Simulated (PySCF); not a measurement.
CH4AlIO2, SMILES C[O][Al]([OH])[I]. The structure is a stationary point at B3LYP-D3(BJ)/def2-SVP. The structure was generated by enumeration; whether it is a known compound was not checked. The def2 effective core potentials stand for the cores of I; spin–orbit coupling is left out. One conformer was computed; it need not be the lowest.

Q: Give the equilibrium geometry at B3LYP-D3(BJ)/def2-SVP (PySCF confirms it by a frequency run) as Cartesian coordinates in Å, and its point group. (An estimate is asked for; the answer gives what the named calculation found.)

A: One answer among several that fit: point group Cs.
```xyz
9

Al    -0.6719     1.0338     0.0000
I      0.1897    -1.2793     0.0000
O     -2.3484     1.2639     0.0000
H     -2.7773     2.1252     0.0000
O      0.3902     2.3457     0.0000
C      1.7725     2.5711     0.0000
H      2.3559     1.6314     0.0000
H      2.0667     3.1529    -0.8915
H      2.0667     3.1529     0.8915
```
